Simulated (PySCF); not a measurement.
All values below come from PySCF with CAM-B3LYP-D3(BJ)/def2-TZVP. Gas-phase values, no solvent. One relaxed conformer stands for a flexible species; it need not be the lowest. Delta-SCF ions had no search for a lower state. Excitations are Tamm–Dancoff values on a coarser integration grid. The basis has no diffuse functions, so Rydberg states are missing or too high.

Reference species (SMILES): `[CH3][Al]([CH3])[SH]` (C–Al–S–H torsion 179°) (neutral, multiplicity 1).

The S1–T1 gap (TDA) comes out as 0.73 eV. The HOMO is -8.77 eV. The vertical ionisation energy (Delta-SCF) is 9.78 eV and the HOMO–LUMO gap is 9.27 eV.

Changed species: `[CH3][Al]([SH])[SH]` (S–Al–S–H torsion -1°, S–Al–S–H torsion 0°) (2 of 3 CH3 replaced by SH; the reference has 1 of 3 CH3 replaced by SH).

### Question
What does the change do to the S1–T1 gap (TDA), HOMO, vertical ionisation energy (Delta-SCF) and HOMO–LUMO gap?

### Answer
the S1–T1 gap (TDA) decreases by 0.14 eV, to 0.59 eV; the HOMO falls by 0.05 eV, to -8.82 eV; the vertical ionisation energy (Delta-SCF) falls by 0.06 eV, to 9.72 eV; the HOMO–LUMO gap stays essentially unchanged.
